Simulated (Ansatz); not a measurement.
B₆H⁺: single points at one geometry.

```yaml
crystal:
  periodic: [false, false, false]
  atoms:
    - {symbol: B, position_ang: [1.063569, 0.859605, 1.221436]}
    - {symbol: B, position_ang: [-0.381627, -1.017097, -0.596594]}
    - {symbol: B, position_ang: [0.756095, -1.042513, 0.515175]}
    - {symbol: B, position_ang: [-1.221565, 0.209492, -1.145578]}
    - {symbol: B, position_ang: [1.761849, -0.502144, 1.588972]}
    - {symbol: B, position_ang: [-0.009743, 0.552171, 0.133042]}
    - {symbol: H, position_ang: [-1.968578, 0.940486, -1.716453]}
basis:
  gaussian: {orbitals: 6-31G}
total_charge: 1
hamiltonian: {xc: {name: B3LYP}, dispersion: d4}
scf: {omitted_lower_state_checks: [starts]}
output: {orbitals: {seedname: orbitals}}
```

The file start.molden holds the orbitals of an earlier run on this structure, at another level or in another basis.

```sh
$ ansatz run in.yaml --threads 4 --pin off --events-out ev --progress --plain --max-ram 3916MiB
```

It prints (some lines left out):

```
Functional definition: B3LYP
788 factors; integrals over basis functions are off by at most 2.0e-4 eV
mean field evaluation 1: about -4052.4952 eV, gradient 3.6e1 eV
mean field evaluation 2: about -4015.9482 eV, gradient 1.0e2 eV
mean field evaluation 4: about -4057.2748 eV, gradient 1.2e1 eV
mean field evaluation 8: about -4057.8532 eV, gradient 2.7e-1 eV
mean field evaluation 16: about -4057.8435 eV, gradient 2.3e-5 eV
mean field -4057.84349615 eV, -149.1229979786 hartree, gradient 2.3e-5 eV, S^2 0.000000; 0 other end points of the search recorded, 0 dependent functions left out
reference -4057.84371650 eV, -149.1230060759 hartree; 15, 15 occupied and 41, 41 virtual orbitals, 788 factors
Total energy: -4058.11661227 eV, -149.1330348108 hartree
Checks for a lower state left out: starts
```

Run time 0.45 s (4 threads of Arm Neoverse V2 on a shared host).

The first input with `gaussian: {orbitals: def2-TZVP, initial_orbitals: start.molden}`, `hamiltonian: {xc: lda}` (abridged; 0.75 s):

```
Functional definition: SPW92
mean field -4014.28048564 eV, -147.5220868702 hartree, gradient 2.0e-5 eV, S^2 0.000000
Total energy: -4014.28053097 eV, -147.5220885359 hartree
Checks for a lower state left out: starts
```

First input, but with `hamiltonian: {xc: hf}` (abridged; 0.2 s):

```
Functional definition: HF
mean field -4029.00360188 eV, -148.0631514124 hartree, gradient 3.5e-5 eV, S^2 0.000000
Total energy: -4029.00360188 eV, -148.0631514124 hartree
Checks for a lower state left out: starts
```

The first input with `gaussian: {orbitals: def2-SVP, initial_orbitals: start.molden}`, `hamiltonian: {xc: pbe0, dispersion: d4}` (abridged; 0.55 s):

```
Functional definition: PBE0
mean field -4049.60260405 eV, -148.8201507795 hartree, gradient 6.7e-5 eV, S^2 0.000000
Total energy: -4049.74116999 eV, -148.8252429840 hartree
Checks for a lower state left out: starts
```

As the first input, with `gaussian: {orbitals: def2-TZVP, initial_orbitals: start.molden}`, `hamiltonian: {xc: {name: BLYP}, dispersion: d4}` (abridged; 1.4 s):

```
Functional definition: BLYP
mean field -4058.22763770 eV, -149.1371149201 hartree, gradient 1.4e-5 eV, S^2 0.000000
Total energy: -4058.59678268 eV, -149.1506807478 hartree
Checks for a lower state left out: starts
```

The first input with `gaussian: {orbitals: def2-TZVP, initial_orbitals: start.molden}`, `correlation: {method: mp2}` and without the key `hamiltonian` (abridged; 1.8 s):

```
Functional definition: HF
mean field -4031.96524810 eV, -148.1719899035 hartree, gradient 2.3e-6 eV, S^2 0.000000; unrestricted orbitals would lower it
6 core orbitals not correlated: weight in the atoms' cores, before any rotation towards them, 1.000 or more for the frozen orbitals, at most 0.000 for the correlated occupied ones
second order -14.50600481 eV of doubles, -0.00000000 eV of singles
Total energy: -4046.47125291 eV, -148.7050757477 hartree
Checks for a lower state left out: starts
```

First input, but with `gaussian: {orbitals: def2-TZVP, initial_orbitals: start.molden}`, `hamiltonian: {xc: r2scan, dispersion: d4}` (abridged; 2.4 s):

```
Functional definition: r2SCAN
mean field -4057.06679323 eV, -149.0944546726 hartree, gradient 1.0e-5 eV, S^2 0.000000
Total energy: -4057.10290074 eV, -149.0957815989 hartree
Checks for a lower state left out: starts
```

Geometry: PBE0-D4/def2-SVP.

B3LYP takes the VWN-RPA correlation. Correlated methods freeze 6 core orbitals. The restricted singlet is unstable towards broken spin symmetry in Hartree–Fock (as tested in another run); at B3LYP-D4/6-31G, LDA (SPW92)/def2-TZVP, HF/6-31G, PBE0-D4/def2-SVP and others this wasn't settled. At MP2/def2-TZVP the restricted singlet (for correlated methods, its reference) is unstable: a solution with broken spin symmetry lies lower. The structure comes from a short search, and lower isomers may exist.
